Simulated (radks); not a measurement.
Isoelectronic series with 29 electrons, all held in the configuration [Ar] 3d10 4s1, which need not be the ground one along the series. Method: Dirac Kohn-Sham, PBE, spin-unpolarised, spherical densities, point nucleus; computed with a radial shooting solver on a logarithmic mesh with Libxc functionals. Total energies (hartree) and mean radii <r> (bohr):

Cu: E (hartree) -1654.90168; 4s1/2 2.936; 3d5/2 1.053; 3d3/2 1.040; 3p3/2 0.7530
Ga2+: E (hartree) -1943.03314; 4s1/2 2.077; 3d5/2 0.8004; 3d3/2 0.7946; 3p3/2 0.6826
As4+: E (hartree) -2257.05350; 4s1/2 1.676; 3d5/2 0.6685; 3d3/2 0.6642; 3p3/2 0.6192
Br6+: E (hartree) -2596.94118; 4s1/2 1.425; 3d5/2 0.5806; 3d3/2 0.5769; 3p3/2 0.5647
Rb8+: E (hartree) -2962.79816; 4s1/2 1.247; 3d5/2 0.5158; 3d3/2 0.5124; 3p3/2 0.5182
Nb12+: E (hartree) -3773.09540; 4s1/2 1.006; 3d5/2 0.4247; 3d3/2 0.4214; 3p3/2 0.4440
Tc14+: E (hartree) -4217.95787; 4s1/2 0.9189; 3d5/2 0.3909; 3d3/2 0.3877; 3p3/2 0.4141
Rh16+: E (hartree) -4689.62282; 4s1/2 0.8463; 3d5/2 0.3624; 3d3/2 0.3592; 3p3/2 0.3879
Ag18+: E (hartree) -5188.36612; 4s1/2 0.7845; 3d5/2 0.3380; 3d3/2 0.3347; 3p3/2 0.3648
In20+: E (hartree) -5714.48803; 4s1/2 0.7313; 3d5/2 0.3167; 3d3/2 0.3135; 3p3/2 0.3442
Sb22+: E (hartree) -6268.31371; 4s1/2 0.6848; 3d5/2 0.2981; 3d3/2 0.2948; 3p3/2 0.3258
I24+: E (hartree) -6850.19413; 4s1/2 0.6438; 3d5/2 0.2815; 3d3/2 0.2782; 3p3/2 0.3092
Cs26+: E (hartree) -7460.5074; 4s1/2 0.6073; 3d5/2 0.2668; 3d3/2 0.2634; 3p3/2 0.2941
La28+: E (hartree) -8099.6603; 4s1/2 0.5746; 3d5/2 0.2535; 3d3/2 0.2500; 3p3/2 0.2805
Pr30+: E (hartree) -8768.0903; 4s1/2 0.5451; 3d5/2 0.2415; 3d3/2 0.2380; 3p3/2 0.2679
